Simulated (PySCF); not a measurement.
Ge(H)(NH2)3, SMILES [NH2][GeH]([NH2])[NH2] (H7GeN3), PBE0/def2-SVP optimised geometry.

```
11

Ge     0.00    -1.16     0.00
N     -0.48    -2.13     1.47
N     -0.53     0.59     0.00
N     -0.88    -1.83    -1.46
H      1.54    -1.16     0.00
H      0.18    -2.84     1.78
H     -1.42    -2.53     1.46
H     -0.12     1.16     0.74
H     -1.54     0.71     0.03
H     -0.71    -2.81    -1.66
H     -0.76    -1.29    -2.31
```

Density from PBE0/def2-TZVP run with PySCF 2.14.0 at that geometry.

Minimum of the electron density along straight lines between bonded atoms, close to the bond critical point (lines longer than 1.1 times the sum of covalent radii, or with two minima, are not listed):

```tsv
bond	length / Å	ρ at the minimum / e bohr⁻³	∇²ρ there / e bohr⁻⁵	position (fraction from the first atom)
Ge1–N2	1.832	0.141	0.44	0.47
Ge1–N3	1.828	0.144	0.44	0.47
Ge1–N4	1.831	0.142	0.43	0.47
Ge1–H5	1.546	0.133	0.06	0.59
N2–H6	1.015	0.331	-1.57	0.73
N2–H7	1.016	0.331	-1.57	0.73
N3–H8	1.017	0.331	-1.57	0.73
N3–H9	1.017	0.330	-1.56	0.73
N4–H10	1.016	0.331	-1.57	0.73
N4–H11	1.017	0.331	-1.58	0.74
```
